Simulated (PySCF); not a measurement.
This PySCF input asks for the NMR shieldings of `O=C(CCF)O[SiH2]C1CCCC1`, C8H15FO2Si; the geometry comes from PBE0-D3(BJ)/def2-SVP.

```python
import basis_set_exchange as bse
import numpy as np
from pyscf import gto, dft
from pyscf.prop import nmr

atoms = """
O     2.408167    0.418093    1.775540
C     2.332154    0.211713    0.590641
C     3.478876   -0.267716   -0.264978
C     4.824687    0.140053    0.278521
F     4.989365    1.495077    0.141804
O     1.195361    0.343811   -0.091524
Si   -0.249900    0.761143    0.755244
C    -1.557115    0.766443   -0.591944
C    -2.980966    0.928702   -0.035657
C    -3.392182   -0.489998    0.387300
C    -2.564757   -1.451769   -0.496798
C    -1.654575   -0.561007   -1.360182
H     3.343704    0.088100   -1.296539
H     3.410099   -1.368963   -0.297330
H     4.893952   -0.115951    1.348095
H     5.634082   -0.367853   -0.271340
H    -0.490634   -0.268820    1.804692
H    -0.095812    2.111579    1.362253
H    -1.285715    1.601219   -1.261421
H    -3.639161    1.289394   -0.844297
H    -3.066149    1.660832    0.784418
H    -4.475983   -0.646514    0.283069
H    -3.157505   -0.653336    1.450456
H    -1.965308   -2.130418    0.129667
H    -3.201904   -2.094571   -1.122137
H    -2.130217   -0.369950   -2.336943
H    -0.675133   -1.017722   -1.569416
"""
names = dict.fromkeys(["O", "C", "F", "Si", "H"], "pcSseg-1")
basis = {el: gto.basis.parse(bse.get_basis(n, elements=[el], fmt="nwchem")) for el, n in names.items()}
mol = gto.M(atom=atoms, basis=basis, charge=0, verbose=0)
mf = dft.RKS(mol, xc="PBE0")
mf.grids.level = 2
mf.grids.alignment = dft.numint.BLKSIZE   # the property module wants whole blocks of grid points
mf.conv_tol = 1e-9
mf.kernel()

calc = nmr.RKS(mf)   # GIAO
C = mf.mo_coeff
Co = C[:, mf.mo_occ > 0]
resp = mf.gen_response(singlet=True, hermi=2)
def vind(x):   # induced exchange potential for any number of trial vectors
    d = np.einsum("pi,xij,qj->xpq", C, 2 * x.reshape(-1, C.shape[1], Co.shape[1]), Co, optimize=True)
    return np.einsum("xpq,pi,qj->xij", resp(d - d.transpose(0, 2, 1)), C, Co, optimize=True).ravel()
mo1, _ = nmr.rhf.solve_mo1(calc, with_cphf=vind)
sigma = calc.kernel(mo1)
for i, s in enumerate(sigma):   # ppm
    w = np.linalg.eigvalsh((s + s.T) / 2)
    print("%2d %-2s iso %8.1f  s11 %8.1f  s22 %8.1f  s33 %8.1f" % (i, mol.atom_pure_symbol(i), w.mean(), *w))
```

Task: Give the expected output.

Result: 
```
 0 O  iso   -115.0  s11   -377.0  s22   -252.0  s33    283.9
 1 C  iso      6.9  s11    -90.9  s22     40.4  s33     71.3
 2 C  iso    146.6  s11    134.4  s22    136.9  s33    168.4
 3 C  iso    105.0  s11     70.8  s22     84.1  s33    160.0
 4 F  iso    414.1  s11    377.1  s22    404.7  s33    460.5
 5 O  iso    121.1  s11    -25.1  s22    167.8  s33    220.5
 6 Si iso    365.8  s11    323.8  s22    366.1  s33    407.4
 7 C  iso    159.6  s11    135.9  s22    166.3  s33    176.5
 8 C  iso    155.9  s11    129.5  s22    166.8  s33    171.3
 9 C  iso    158.8  s11    130.2  s22    171.1  s33    175.0
10 C  iso    160.6  s11    130.9  s22    172.9  s33    178.2
11 C  iso    154.8  s11    128.7  s22    163.1  s33    172.5
12 H  iso     28.5  s11     24.1  s22     30.1  s33     31.3
13 H  iso     29.2  s11     25.3  s22     29.0  s33     33.4
14 H  iso     26.2  s11     22.9  s22     26.0  s33     29.7
15 H  iso     26.9  s11     22.4  s22     26.8  s33     31.6
16 H  iso     26.4  s11     22.0  s22     27.4  s33     29.8
17 H  iso     26.4  s11     22.1  s22     26.0  s33     31.1
18 H  iso     29.8  s11     25.7  s22     27.2  s33     36.6
19 H  iso     29.6  s11     24.1  s22     27.4  s33     37.5
20 H  iso     29.7  s11     25.1  s22     27.5  s33     36.4
21 H  iso     29.6  s11     24.4  s22     27.1  s33     37.3
22 H  iso     29.8  s11     26.0  s22     26.9  s33     36.5
23 H  iso     29.7  s11     25.5  s22     27.4  s33     36.1
24 H  iso     29.6  s11     24.3  s22     27.2  s33     37.3
25 H  iso     29.6  s11     24.2  s22     27.3  s33     37.2
26 H  iso     29.2  s11     23.9  s22     28.3  s33     35.5
```

These numbers come from an equivalent density-fitted implementation of the same equations, which agrees with the script to about 0.01 ppm for H and up to a few tenths of a ppm for heavy atoms, so last digits may differ.

Task: Turn these shieldings into chemical shifts. δ = σ(ref) − σ, references computed at the same level: H2O for ¹⁷O (σref 334.56); ¹³C (σref 184.41) and ²⁹Si (σref 351.99) and ¹H (σref 31.27) against TMS; ¹⁹F (σref 177.25) vs CFCl3.

Result: Averaging equivalent atoms: O 0: 449.6; O 5: 213.5; C 1: 177.5; C 3: 79.4; C 2: 37.8; C 8/11: 29.1; C 7: 24.8; C 9/10: 24.7; F 4: -236.9; Si 6: -13.8; H 16/17: 4.87; H 14/15: 4.72; H 12/13: 2.38; H 20/26: 1.80; H 21/24: 1.67; H 19/25: 1.67; H 22/23: 1.54; H 18: 1.45 ppm. Unscaled 19F shifts against computed CFCl3 carry errors that often reach 10 to 50 ppm. Unscaled 17O shifts of doubly bonded oxygen tend to come out too high, by tens of ppm or more. Experimental scales use liquid or dissolved standards, which lie at an offset from isolated H2O (liquid H2O: subtract about 36 ppm).

Size and cost of the density-fitted run: 286 basis functions; peak memory 2.1 GiB.
